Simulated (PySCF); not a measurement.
Species: C4H14Si2.
Z-matrix (Å and degrees, GFN2-xTB geometry), rows numbered from 1:
```
C 
C   1  1.5218
C   2  1.5265  1  112.58
Si  3  1.9025  2  114.74  1    63.03
C   4  1.9014  3  109.08  2   163.27
Si  5  1.8977  4  115.96  3    56.00
H   1  1.0869  2  110.47  3   -63.54
H   1  1.0878  2  110.38  3    56.33
H   1  1.0880  2  110.55  3   176.23
H   2  1.0922  1  109.18  3   121.60
H   2  1.0944  1  108.83  3  -121.43
H   3  1.0919  2  108.82  1   -59.72
H   3  1.0924  2  108.36  1  -174.81
H   4  1.4731  3  109.74  2    43.28
H   4  1.4703  3  111.24  2   -76.58
H   5  1.0902  4  109.08  3   -66.96
H   5  1.0894  4  107.99  3   178.44
H   6  1.4653  5  109.98  4   -67.94
H   6  1.4647  5  110.13  4    52.60
H   6  1.4670  5  109.82  4   172.59
```

PySCF, density fitting, gas phase, GFN2-xTB geometry. The standard run uses grid level 2 after a coarse-grid start, the def2-universal JK fitting basis (with tight functions added where the orbital basis needs them), an energy threshold of 1e-9 Eh and DIIS. The changed runs have no coarse-grid stage.

Q: Standard B3LYP/def2-SVPD: E = -739.604889 Eh, HOMO -8.009 eV, LUMO 0.164 eV, dipole 0.614 D, 12 cycles (coarse-grid cycles included). What changes at B3LYP/def2-SVPD with: level shift 0.9 Eh, at most 70 cycles?

A: E = -739.604888 Eh (+0.001 mEh), HOMO -8.009 eV (0.000), LUMO 0.164 eV (0.000), dipole 0.614 D (0.000), 24 SCF cycles. The result matches the standard run within 0.02 mEh and 0.003 eV; such settings steer the iterations and don't enter the energy expression.

The cycles:
```
cycle   1  E = -739.5259669693  dE =  4.221e-02  |g| = 4.562e-01  |ddm| = 5.083e+00
cycle   2  E = -739.5896645204  dE = -6.370e-02  |g| = 1.668e-01  |ddm| = 8.071e-01
cycle   3  E = -739.5999453797  dE = -1.028e-02  |g| = 8.900e-02  |ddm| = 3.165e-01
cycle   4  E = -739.6032434108  dE = -3.298e-03  |g| = 4.642e-02  |ddm| = 2.003e-01
cycle   5  E = -739.6042833577  dE = -1.040e-03  |g| = 2.634e-02  |ddm| = 1.368e-01
cycle   6  E = -739.6046456579  dE = -3.623e-04  |g| = 1.583e-02  |ddm| = 8.181e-02
cycle   7  E = -739.6047846490  dE = -1.390e-04  |g| = 1.001e-02  |ddm| = 5.136e-02
cycle   8  E = -739.6048423056  dE = -5.766e-05  |g| = 6.477e-03  |ddm| = 3.260e-02
cycle   9  E = -739.6048673695  dE = -2.506e-05  |g| = 4.231e-03  |ddm| = 2.191e-02
cycle  10  E = -739.6048784963  dE = -1.113e-05  |g| = 2.830e-03  |ddm| = 1.506e-02
cycle  11  E = -739.6048835893  dE = -5.093e-06  |g| = 1.941e-03  |ddm| = 1.064e-02
cycle  12  E = -739.6048860161  dE = -2.427e-06  |g| = 1.327e-03  |ddm| = 7.610e-03
cycle  13  E = -739.6048871727  dE = -1.157e-06  |g| = 9.196e-04  |ddm| = 5.474e-03
cycle  14  E = -739.6048877356  dE = -5.630e-07  |g| = 6.381e-04  |ddm| = 3.908e-03
cycle  15  E = -739.6048880102  dE = -2.745e-07  |g| = 4.511e-04  |ddm| = 2.821e-03
cycle  16  E = -739.6048881479  dE = -1.377e-07  |g| = 3.161e-04  |ddm| = 2.036e-03
cycle  17  E = -739.6048882165  dE = -6.867e-08  |g| = 2.236e-04  |ddm| = 1.471e-03
cycle  18  E = -739.6048882511  dE = -3.455e-08  |g| = 1.591e-04  |ddm| = 1.062e-03
cycle  19  E = -739.6048882686  dE = -1.757e-08  |g| = 1.134e-04  |ddm| = 7.673e-04
cycle  20  E = -739.6048882776  dE = -8.981e-09  |g| = 8.084e-05  |ddm| = 5.545e-04
cycle  21  E = -739.6048882822  dE = -4.590e-09  |g| = 5.804e-05  |ddm| = 4.018e-04
cycle  22  E = -739.6048882846  dE = -2.370e-09  |g| = 4.163e-05  |ddm| = 2.906e-04
cycle  23  E = -739.6048882858  dE = -1.226e-09  |g| = 3.004e-05  |ddm| = 2.106e-04
cycle  24  E = -739.6048882865  dE = -6.362e-10  |g| = 2.162e-05  |ddm| = 1.527e-04
```
